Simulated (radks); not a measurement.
Results of a calculation; reference values are marked as such.
Species: the nickel ion Ni15+. Configuration: [Ne] 3s2 3p1. Level of theory: non-relativistic Kohn-Sham, PBE, spin-polarised, spherical densities, point nucleus; open shells are filled with parallel spins first (a radial shooting solver on a logarithmic mesh with Libxc functionals).

Unscreened Slater integrals over Kohn-Sham orbitals (eV). They are taken over the spin-up orbitals. Empty in this configuration: 3d.

\begin{tabular}{lr}
integral & value \\ \hline
F0(3p,3p) & 39.478 \\
F2(3p,3p) & 20.053 \\
F0(3p,3s) & 39.052 \\
G1(3p,3s) & 25.658 \\
F0(3p,2p) & 52.429 \\
F2(3p,2p) & 12.594 \\
G0(3p,2p) & 5.0654 \\
G2(3p,2p) & 5.4652 \\
F0(3p,2s) & 50.975 \\
G1(3p,2s) & 3.9742 \\
F0(3p,3d) & 40.880 \\
F2(3p,3d) & 20.043 \\
G1(3p,3d) & 22.235 \\
G3(3p,3d) & 14.680 \\
F0(3s,3s) & 38.718 \\
F0(3s,2p) & 50.818 \\
G1(3s,2p) & 5.0291 \\
F0(3s,2s) & 49.784 \\
G0(3s,2s) & 3.9841 \\
F0(3s,3d) & 40.440 \\
G2(3s,3d) & 16.885 \\
F0(2p,2p) & 116.13 \\
F2(2p,2p) & 55.024 \\
F0(2p,2s) & 106.41 \\
G1(2p,2s) & 60.999 \\
F0(2p,3d) & 55.309 \\
F2(2p,3d) & 15.293 \\
G1(2p,3d) & 13.486 \\
G3(2p,3d) & 7.7431 \\
F0(2s,2s) & 100.19 \\
F0(2s,3d) & 54.740 \\
G2(2s,3d) & 12.638 \\
F0(3d,3d) & 43.266 \\
F2(3d,3d) & 22.266 \\
F4(3d,3d) & 14.382 \\
\end{tabular}

Derived for the open shells (J is the average intra-shell exchange parameter used in DFT+U). 3p: J = F2/5 = 4.011 eV.
